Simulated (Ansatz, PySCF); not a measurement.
Sb₂. Atoms are numbered in the order given.

```xyz
2

Sb     0.0000     0.0000    -1.2440
Sb     0.0000     0.0000     1.2440
```

Coordinates come from a B3LYP-D3(BJ)/def2-TZVP optimisation. The def2 effective core potentials stand for the cores of Sb; spin–orbit coupling is left out.

Vertical ionisation energy (IE) and electron affinity (EA) in eV. Rows of orbital energies are one-electron estimates. Where ΔSCF, EOM or ADC give a negative EA the extra electron is unbound and the value depends on the basis.

```csv
level,IE,EA
"−ε(HOMO), −ε(LUMO), r2SCAN/def2-TZVPD (PySCF)",6.03,3.49
"−ε(HOMO), −ε(LUMO), PBE/def2-TZVPD (PySCF)",5.79,3.47
"ΔSCF, PBE0/def2-TZVPD (Ansatz), final states of multiplicity 2 and 2",8.52,1.17
"ΔSCF, PBE/def2-TZVPD (Ansatz), final states of multiplicity 2 and 2",8.55,1.01
```

Question: What vertical singlet–triplet gap does ΔSCF give with PBE0/def2-TZVPD (Ansatz, a program for electronic structure) and with PBE/def2-TZVPD (Ansatz)? (Estimate from the structure and the level; the computed values follow.)

Answer: 1.45 and 1.68 eV (triplet above singlet where positive).
